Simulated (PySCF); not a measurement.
From computed data to an observable: chemical shift, span and skew from a shielding tensor

C₂H₈BNO, SMILES CCOBN. Atoms are numbered in the order given.

```xyz
13

B     -0.3849     0.7381     0.8393
H     -1.1624     0.0461     1.4695
O      0.5495     0.1736     0.0139
C      0.5868    -1.2239    -0.1987
C     -0.2355    -1.6172    -1.4156
H      1.6430    -1.5060    -0.3442
H      0.2230    -1.7574     0.6985
H      0.1127    -1.0711    -2.3063
H     -0.1507    -2.6980    -1.6123
H     -1.2994    -1.3763    -1.2595
N     -0.4356     2.1384     0.9596
H     -1.0897     2.6141     1.5643
H      0.1937     2.7473     0.4510
```

Coordinates come from a ωB97X-D3(BJ)/def2-SVP optimisation. This is a generated structure with no PubChem entry under its InChIKey; it may be hypothetical. One conformer was computed; it need not be the lowest.

GIAO shieldings from PBE/pcSseg-1 (PySCF), non-relativistic, no solvent. The symmetric part of the tensor of C5 has the principal values 140.4, 155.6, 179.7 ppm. The same nucleus in TMS has σ = 182.0 ppm at this level (PySCF, at its B3LYP-D3(BJ)/def2-TZVP geometry).

**Question.** Work out the isotropic shielding, the ¹³C shift against TMS, the span and the skew.

**Answer.** 
σ(iso) = (σ11 + σ22 + σ33)/3 = 158.6 ppm. δ = σ(ref) − σ(iso) = 182.0 − (158.6) = 23.4 ppm.
Span Ω = σ33 − σ11 = 39.3 ppm. Skew κ = 3(σ(iso) − σ22)/Ω = 0.23. Tumbling in solution averages the tensor to δ; in a static solid the shielding alone would spread this spin-1/2 line over Ω.
